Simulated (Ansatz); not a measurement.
Isolated molecules relaxed with PBE0-D4/def2-TZVP in Ansatz; ΔE leaves out vibrations. CBS: MP2 limit from def2 TZ/QZ plus the TZ coupled-cluster correction, frozen cores. This one scheme is used for every species. DFT in def2-TZVPP. B3LYP here is the variant with VWN-RPA as its local correlation; programs differ in this. For Zn outer-core shells are correlated without core-valence functions, which leaves a few kJ/mol of doubt a bond. Scalar relativity is left out up to krypton. Each species was taken in one conformer, which may not be the lowest.

Reaction (ligand exchange at a Zn–C bond): `O[SiH2][CH2][ZnH]` + CH₃SH → `C[S][ZnH]` + `C[SiH2]O`

`O[SiH2][CH2][ZnH]`:

```xyz
10

O     0.660    1.396   -0.100
Si    0.862   -0.093    0.641
C    -0.575   -1.044    0.012
Zn   -1.483    0.272   -1.142
H     1.292    2.099    0.060
H     2.190   -0.647    0.247
H     0.870    0.105    2.119
H    -0.283   -1.918   -0.574
H    -1.247   -1.374    0.807
H    -2.286    1.205   -2.070
```

CH₃SH:

Z-matrix (Å, degrees):
```
C
S 1 1.806
H 1 1.089 2 111.5
H 1 1.089 2 111.5 3 -123.8
H 1 1.090 2 106.2 3 118.1
H 2 1.342 1 97.1 3 61.9
```

`C[S][ZnH]`:

```xyz
7

C    -1.140    0.018    0.021
S     0.124   -1.213   -0.447
Zn    1.975   -0.144   -0.079
H    -1.099    0.901   -0.615
H    -1.052    0.311    1.067
H    -2.107   -0.463   -0.120
H     3.299    0.590    0.173
```

`C[SiH2]O`:

```xyz
9

C    -1.061    0.493    0.091
Si    0.420   -0.589   -0.238
O     1.845    0.242   -0.152
H    -1.983   -0.085   -0.021
H    -1.096    1.330   -0.610
H    -1.043    0.897    1.106
H     0.375   -1.130   -1.619
H     0.418   -1.720    0.735
H     2.125    0.560    0.707
```

| level | ΔE (kJ/mol) |
| --- | --- |
| r2SCAN-D4 | -78.9 |
| PBE0-D4 | -78.5 |
| B3LYP-D4 | -80.5 |
| MP2/def2-QZVPP | -76.8 |

Task: What does CCSD(T)/CBS give? (Estimate.)

Result: The calculation gave: -78.2 kJ/mol. The listed levels differ from it by -0.7, -0.3, -2.3, 1.4 kJ/mol.

Largest T1 diagnostic among the species: 0.014.

In def2-TZVPP, CCSD(T) changes the Hartree–Fock value by +22.0 kJ/mol (the triples alone add +2.1 kJ/mol) and MP2 by +21.0 kJ/mol. The D4 term adds +3.6 kJ/mol with B3LYP and +1.9 kJ/mol with PBE0; it sums over pairs of atoms, weighted by their polarisabilities, and B3LYP, whose exchange is more repulsive, gets the larger term.
